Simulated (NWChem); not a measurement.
Species: CH₅AlO₂S; SMILES C[O][Al]([OH])[SH]

```xyz
10

Al    -0.5173    -0.0866     0.0081
O     -2.0684    -0.7666    -0.0645
H     -2.8809    -0.2624    -0.1295
O     -0.3052     1.5851    -0.0274
C      0.6629     2.5780    -0.0137
H      0.6146     3.1840    -0.9361
H      0.5062     3.2638     0.8379
H      1.6911     2.1784     0.0672
S      1.1636    -1.4614     0.1475
H      0.3429    -2.5356     0.1285
```
Atoms are numbered in this order, from 1.

Geometry: optimised at PBE0/def2-SVP.

Question: Give the principal values of the shielding tensors (ppm) of Al1, O2, O4, C5, S9 from KT2/pcSseg-1, GIAO (NWChem), with their diamagnetic and paramagnetic parts as GIAO splits them.

Answer: 
```
atom    σ11    σ22    σ33  isotropic  diamagnetic  paramagnetic
----  -----  -----  -----  ---------  -----------  ------------
Al1   393.7  453.3  490.6      445.9        800.0        -354.2
O2    272.3  282.0  356.5      303.6        389.0         -85.4
O4    206.2  318.6  358.7      294.5        396.0        -101.5
C5     97.9  103.7  182.3      128.0        246.2        -118.2
S9    743.9  771.2  917.7      810.9       1059.8        -248.9
```
